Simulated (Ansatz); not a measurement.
Ansatz (a first-principles code) input (HF/3-21G): The .json file is the Basis Set Exchange's 3-21G.

Ansatz 0.2 input:
```yaml
crystal:
  periodic: [false, false, false]
  atoms:
    - {symbol: Se, position_ang: [0.20242813, -0.16742130, 0.67538329]}
    - {symbol: Cl, position_ang: [0.95231447, 1.49337828, -0.72155773]}
    - {symbol: Cl, position_ang: [-1.31084224, -1.19783290, -0.71036333]}
    - {symbol: H, position_ang: [-0.78758443, 0.66805277, 1.37962601]}
basis:
  gaussian:
    orbitals: 3-21G.json
hamiltonian:
  xc: {name: HF}
total_charge: 1
phonons: {temperatures: {t_min: 298.15, t_max: 298.15, t_step: 100}}
```

Output:

```
WARN ansatz: RAYON_NUM_THREADS=1 ignored (pool sized by the plan → 1); use --threads N
Functional definition: HF
integrals: 0.01 GiB planned
559 factors; integrals over basis functions are off by at most 2.6e-4 eV
mean field: 0.12 GiB planned
mean field evaluation 1: about -89882.8470 eV, gradient 2.9e1 eV
mean field evaluation 2: about -89882.8509 eV, gradient 2.9e1 eV
mean field evaluation 4: about -89886.6451 eV, gradient 2.3e0 eV
mean field evaluation 8: about -89886.7012 eV, gradient 2.2e-4 eV
mean field evaluation 16: about -89866.1112 eV, gradient 1.6e1 eV
mean field -89886.70121034 eV, -3303.2753420856 hartree, gradient 6.0e-6 eV, S^2 0.000000; 0 other end points of the search recorded, 0 dependent functions left out
the calculation of the forces begins
reference -89886.70121034 eV, -3303.2753420856 hartree; 34, 34 occupied and 17, 17 virtual orbitals, 559 factors
these checks for a lower state are left out or cut short: stability, starts, cluster_reference, orbital_swaps, neighbouring_geometries, increment
integrals: 0.01 GiB planned
559 factors; integrals over basis functions are off by at most 2.6e-4 eV
mean field: 0.12 GiB planned
mean field -89886.70114658 eV, -3303.2753397426 hartree, gradient 1.5e-6 eV, S^2 0.000000; 0 other end points of the search recorded, 0 dependent functions left out
the calculation of the forces begins
reference -89886.70114658 eV, -3303.2753397426 hartree; 34, 34 occupied and 17, 17 virtual orbitals, 559 factors
these checks for a lower state are left out or cut short: stability, starts, cluster_reference, orbital_swaps, neighbouring_geometries, increment
integrals: 0.01 GiB planned
559 factors; integrals over basis functions are off by at most 2.6e-4 eV
mean field: 0.12 GiB planned
mean field evaluation 32: about -89886.7012 eV, gradient 7.4e-5 eV
mean field -89886.70115217 eV, -3303.2753399478 hartree, gradient 1.5e-6 eV, S^2 0.000000; 0 other end points of the search recorded, 0 dependent functions left out
the calculation of the forces begins
reference -89886.70115217 eV, -3303.2753399478 hartree; 34, 34 occupied and 17, 17 virtual orbitals, 559 factors
these checks for a lower state are left out or cut short: stability, starts, cluster_reference, orbital_swaps, neighbouring_geometries, increment
integrals: 0.01 GiB planned
559 factors; integrals over basis functions are off by at most 2.6e-4 eV
mean field: 0.12 GiB planned
mean field -89886.70116439 eV, -3303.2753403969 hartree, gradient 1.5e-6 eV, S^2 0.000000; 0 other end points of the search recorded, 0 dependent functions left out
the calculation of the forces begins
reference -89886.70116439 eV, -3303.2753403969 hartree; 34, 34 occupied and 17, 17 virtual orbitals, 559 factors
these checks for a lower state are left out or cut short: stability, starts, cluster_reference, orbital_swaps, neighbouring_geometries, increment
integrals: 0.01 GiB planned
559 factors; integrals over basis functions are off by at most 2.6e-4 eV
mean field: 0.12 GiB planned
mean field -89886.70115642 eV, -3303.2753401041 hartree, gradient 1.5e-6 eV, S^2 0.000000; 0 other end points of the search recorded, 0 dependent functions left out
the calculation of the forces begins
reference -89886.70115642 eV, -3303.2753401041 hartree; 34, 34 occupied and 17, 17 virtual orbitals, 559 factors
these checks for a lower state are left out or cut short: stability, starts, cluster_reference, orbital_swaps, neighbouring_geometries, increment
integrals: 0.01 GiB planned
559 factors; integrals over basis functions are off by at most 2.6e-4 eV
mean field: 0.12 GiB planned
mean field -89886.70119834 eV, -3303.2753416447 hartree, gradient 1.8e-6 eV, S^2 0.000000; 0 other end points of the search recorded, 0 dependent functions left out
the calculation of the forces begins
reference -89886.70119834 eV, -3303.2753416447 hartree; 34, 34 occupied and 17, 17 virtual orbitals, 559 factors
these checks for a lower state are left out or cut short: stability, starts, cluster_reference, orbital_swaps, neighbouring_geometries, increment
integrals: 0.01 GiB planned
559 factors; integrals over basis functions are off by at most 2.6e-4 eV
mean field: 0.12 GiB planned
mean field -89886.70120659 eV, -3303.2753419478 hartree, gradient 2.5e-6 eV, S^2 0.000000; 0 other end points of the search recorded, 0 dependent functions left out
the calculation of the forces begins
reference -89886.70120659 eV, -3303.2753419478 hartree; 34, 34 occupied and 17, 17 virtual orbitals, 559 factors
these checks for a lower state are left out or cut short: stability, starts, cluster_reference, orbital_swaps, neighbouring_geometries, increment
integrals: 0.01 GiB planned
559 factors; integrals over basis functions are off by at most 2.6e-4 eV
mean field: 0.12 GiB planned
mean field evaluation 64: about -89886.7012 eV, gradient 2.0e-5 eV
mean field -89886.70118469 eV, -3303.2753411430 hartree, gradient 2.3e-6 eV, S^2 0.000000; 0 other end points of the search recorded, 0 dependent functions left out
the calculation of the forces begins
reference -89886.70118469 eV, -3303.2753411430 hartree; 34, 34 occupied and 17, 17 virtual orbitals, 559 factors
these checks for a lower state are left out or cut short: stability, starts, cluster_reference, orbital_swaps, neighbouring_geometries, increment
integrals: 0.01 GiB planned
559 factors; integrals over basis functions are off by at most 2.6e-4 eV
mean field: 0.12 GiB planned
mean field -89886.70119083 eV, -3303.2753413686 hartree, gradient 1.3e-6 eV, S^2 0.000000; 0 other end points of the search recorded, 0 dependent functions left out
the calculation of the forces begins
reference -89886.70119083 eV, -3303.2753413686 hartree; 34, 34 occupied and 17, 17 virtual orbitals, 559 factors
these checks for a lower state are left out or cut short: stability, starts, cluster_reference, orbital_swaps, neighbouring_geometries, increment
integrals: 0.01 GiB planned
559 factors; integrals over basis functions are off by at most 2.6e-4 eV
mean field: 0.12 GiB planned
mean field -89886.70119251 eV, -3303.2753414304 hartree, gradient 1.4e-6 eV, S^2 0.000000; 0 other end points of the search recorded, 0 dependent functions left out
the calculation of the forces begins
reference -89886.70119251 eV, -3303.2753414304 hartree; 34, 34 occupied and 17, 17 virtual orbitals, 559 factors
these checks for a lower state are left out or cut short: stability, starts, cluster_reference, orbital_swaps, neighbouring_geometries, increment
integrals: 0.01 GiB planned
559 factors; integrals over basis functions are off by at most 2.6e-4 eV
mean field: 0.12 GiB planned
mean field -89886.70119355 eV, -3303.2753414687 hartree, gradient 2.7e-6 eV, S^2 0.000000; 0 other end points of the search recorded, 0 dependent functions left out
the calculation of the forces begins
reference -89886.70119355 eV, -3303.2753414687 hartree; 34, 34 occupied and 17, 17 virtual orbitals, 559 factors
these checks for a lower state are left out or cut short: stability, starts, cluster_reference, orbital_swaps, neighbouring_geometries, increment
integrals: 0.01 GiB planned
559 factors; integrals over basis functions are off by at most 2.6e-4 eV
mean field: 0.12 GiB planned
mean field -89886.70116769 eV, -3303.2753405183 hartree, gradient 1.5e-6 eV, S^2 0.000000; 0 other end points of the search recorded, 0 dependent functions left out
the calculation of the forces begins
reference -89886.70116769 eV, -3303.2753405183 hartree; 34, 34 occupied and 17, 17 virtual orbitals, 559 factors
these checks for a lower state are left out or cut short: stability, starts, cluster_reference, orbital_swaps, neighbouring_geometries, increment
integrals: 0.01 GiB planned
559 factors; integrals over basis functions are off by at most 2.6e-4 eV
mean field: 0.12 GiB planned
mean field evaluation 96: about -89886.7012 eV, gradient 3.1e-2 eV
mean field -89886.70115748 eV, -3303.2753401431 hartree, gradient 1.5e-6 eV, S^2 0.000000; 0 other end points of the search recorded, 0 dependent functions left out
the calculation of the forces begins
reference -89886.70115748 eV, -3303.2753401431 hartree; 34, 34 occupied and 17, 17 virtual orbitals, 559 factors
these checks for a lower state are left out or cut short: stability, starts, cluster_reference, orbital_swaps, neighbouring_geometries, increment
integrals: 0.01 GiB planned
559 factors; integrals over basis functions are off by at most 2.6e-4 eV
mean field: 0.12 GiB planned
mean field -89886.70119361 eV, -3303.2753414709 hartree, gradient 1.4e-6 eV, S^2 0.000000; 0 other end points of the search recorded, 0 dependent functions left out
the calculation of the forces begins
reference -89886.70119361 eV, -3303.2753414709 hartree; 34, 34 occupied and 17, 17 virtual orbitals, 559 factors
these checks for a lower state are left out or cut short: stability, starts, cluster_reference, orbital_swaps, neighbouring_geometries, increment
integrals: 0.01 GiB planned
559 factors; integrals over basis functions are off by at most 2.6e-4 eV
mean field: 0.12 GiB planned
mean field -89886.70120063 eV, -3303.2753417286 hartree, gradient 1.8e-6 eV, S^2 0.000000; 0 other end points of the search recorded, 0 dependent functions left out
the calculation of the forces begins
reference -89886.70120063 eV, -3303.2753417286 hartree; 34, 34 occupied and 17, 17 virtual orbitals, 559 factors
Total energy: -89886.70121034 eV, -3303.2753420856 hartree
Atom 0 at     0.202428    -0.167421     0.675383 Å, force    -0.000897     0.000764     0.002393 eV/Å
Atom 1 at     0.952314     1.493378    -0.721558 Å, force    -0.001651    -0.001239    -0.000202 eV/Å
Atom 2 at    -1.310842    -1.197833    -0.710363 Å, force     0.000936     0.001838    -0.000215 eV/Å
Atom 3 at    -0.787584     0.668053     1.379626 Å, force     0.001611    -0.001363    -0.001975 eV/Å
Dipole moment:    -0.096158     0.083455     0.623067 e Å
Vibrations: 138.58 374.94 387.70 746.52 834.00 2291.99 cm⁻¹, zero-point energy 0.295933 eV
```

The blocks after the first are displaced geometries, from whose forces the wavenumbers follow.

The dipole moment of an ion depends on the origin.
